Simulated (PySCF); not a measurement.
Computed IR spectrum (relative IR intensity) of a molecule C3HBrClF. Coordinates come from a PBE-D3(BJ)/def2-SVP optimisation. The values are those of a single conformer. These are PBE-D3(BJ)/def2-SVP (PySCF) values and carry that method's errors. Frequencies are harmonic and unscaled.

ν (cm⁻¹): 628 (w), 785 (s), 820 (w), 1043 (s), 1217 (w), 1394 (w), 2013 (vs) (against the strongest line: vs over 80 %, s over 45 %, m over 15 %, w over 4 %, vw less)

Problem. Identify the compound among the candidates.
A) FC(Cl)=C=CBr
B) FC=C=C(Cl)Br
C) FC(Br)=C=CCl

Solution. B, FC=C=C(Cl)Br
